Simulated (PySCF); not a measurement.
C₁₀H₇N₃, SMILES C1=CC2=CC=CC3=NC=NC(=C1)N23.

Geometry optimised at PBE0-D3(BJ)/def2-SVP.

These are ωB97X/def2-SVP run with PySCF values and carry that method's errors.

```yaml
total_energy: -548.97765 hartree
point_group: C2v
highest_occupied_level: -6.96 eV
lowest_empty_level: -0.11 eV
orbital_gap: 6.84 eV
dipole_moment: 0.722 e·Å
quadrupole, principal values (traceless, Buckingham form, about the centre of nuclear charge): -6.69, 1.48, 5.20 D·Å
mean_static_polarisability: 129.8 bohr³ (19.24 Å³)
polarisability_principal_values: 50.7, 164.8, 174.0 bohr³
```
